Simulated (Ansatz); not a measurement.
Born–Oppenheimer molecular dynamics of BF2H3S (7 atoms, charge 0, multiplicity 1). It starts at the highest image of a converged band, a first-order saddle point between two minima.

These are results of RKS PBE-D4/def2-SVP (Ansatz), not measurements.

```json
{
 "ensemble": "NVE (velocity Verlet)",
 "time step": "0.5 fs",
 "steps asked": "200",
 "starting velocities drawn for": "300 K",
 "seed": "9679"
}
```

First frame:

```xyz
7
Properties=species:S:1:pos:R:3
B -0.045 -0.265 0.044
H -0.195 0.065 1.358
F 0.984 0.452 -0.454
F -1.261 -0.206 -0.542
S 0.563 -2.232 0.321
H -0.721 -2.687 0.369
H 0.139 -0.965 1.318
```

Problem. How far do the bonds stretch over the last three quarters of this one trajectory? (Pairs bonded in most of those frames.)

Solution. 
| bond | mean (Å) | spread (Å) | shortest | longest |
| --- | --- | --- | --- | --- |
| B1–F3 | 1.337 | 0.028 | 1.29 | 1.39 |
| B1–F4 | 1.338 | 0.015 | 1.32 | 1.37 |
| B1–S5 | 1.821 | 0.041 | 1.73 | 1.92 |
| H2–H7 | 0.774 | 0.032 | 0.73 | 0.82 |
| S5–H6 | 1.368 | 0.029 | 1.32 | 1.41 |

Mean temperature of the second half: 1717 K. The conserved energy stayed within 0.15 meV per atom of its start (net change 0.12 meV per atom), so the integration is sound. The kinetic energy rose, since the run started high on the potential surface and went downhill. It ends in pieces (BF2HS + H2), so much of that is their flight and rotation, not heat. A run of 0.1 ps of so small a system gives no equilibrium averages. The orbitals stay closed-shell, which can raise the energy where a bond breaks towards radicals; this wasn't checked here.

Run time: 4.7 min on 1 thread of Arm Neoverse V2, on a shared host, peak memory 0.15 GiB.
